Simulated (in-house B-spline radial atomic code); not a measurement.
Mn. Computed with a B-spline radial atomic code. Model: all-electron spherical atom, spin shells full or empty, radial basis limit, no spin-orbit coupling, Breit or QED, empty-state partial waves extrapolated as (l+1/2)^-4, RPA, G0W0 and static COHSEX of the highest shell as one setting changes (uncorrelated shells keep exact exchange).

Empty levels are discrete states of a finite basis, so the steps are uneven.

Given: element Mn; charge 0; filled core Ar; hamiltonian one-electron scalar X2C; mean-field start Hartree-Fock; highest l of empty states 9; nuclear rms radius 3.7057 fm; lowest nl shells left uncorrelated 5; highest mean-field shell 4s down; box radius 40 bohr.

Shell: 3d 5 0, 4s 1 1 (electrons up and down).

```csv
highest empty level kept (hartree),RPA correlation energy (hartree),G0W0 level (eV),G0W0 minus most complete (meV),COHSEX level (eV),linearised minus solved G0W0 (meV)
1,-0.050857,-6.828,342.3,-7.5685,-0.3
2,-0.077307,-6.9905,179.8,-7.8574,-0.6
3.5,-0.11664,-7.0832,87.1,-8.0034,-0.7
6,-0.14319,-7.1254,44.9,-8.0818,-0.8
10,?,?,?,?,?
18,-0.18508,-7.1618,8.5,-8.1604,-0.9
30,-0.19495,-7.1666,3.8,-8.1739,-0.9
60,?,?,?,?,?
120,-0.20344,-7.1701,0.2,-8.1854,-0.9
250,-0.20388,-7.1703,0,-8.1861,-0.9
600,-0.20395,-7.1703,0,-8.1862,-0.9
2000,-0.20396,-7.1703,0,-8.1862,-0.9
```

(1) What follows for highest empty level kept = 10?

(2) What follows for highest empty level kept = 60?

Results:

(1) RPA correlation energy -0.1685 hartree; G0W0 level -7.1517 eV; G0W0 minus most complete 18.7 meV; COHSEX level -8.1365 eV; linearised minus solved G0W0 -0.9 meV.

(2) RPA correlation energy -0.20119 hartree; G0W0 level -7.1692 eV; G0W0 minus most complete 1.2 meV; COHSEX level -8.1824 eV; linearised minus solved G0W0 -0.9 meV.
